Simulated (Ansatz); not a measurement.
Basis-set extrapolation for C2H6F2Si2 (`F[Si@H]1C[Si@H](F)C1`) (PBE0-D4/def2-TZVP geometry, frozen core, Ansatz). Multiplicity 1, RHF reference.

```json
{"": "HF", "def2-TZVPP": "-856.268772", "def2-QZVPP": "-856.300287"}
{"": "MP2 correlation", "def2-TZVPP": "-1.074146", "def2-QZVPP": "-1.163626"}
{"": "CCSD(T) correlation", "def2-TZVPP": "-1.153643", "def2-QZVPP": "not run"}
```

Energies in hartree. Use E(X) = E(∞) + A·exp(−7.88·√X) for Hartree–Fock and E(X) = E(∞) + B·X^(−2.97) for correlation, with X = 3 and 4, and add CCSD(T) minus MP2 of the smaller set to the MP2 limit.

What is the CCSD(T) energy at the basis-set limit?

HF limit: -856.300287 + (-0.031515) × 0.13774 = -856.30463. MP2 limit: -1.163626 + (-0.089480) × 0.74074 = -1.22991. Higher-order term: -1.153643 − (-1.074146) = -0.07950. Total: -857.61404 hartree, 503.1 kJ/mol below CCSD(T)/def2-TZVPP.
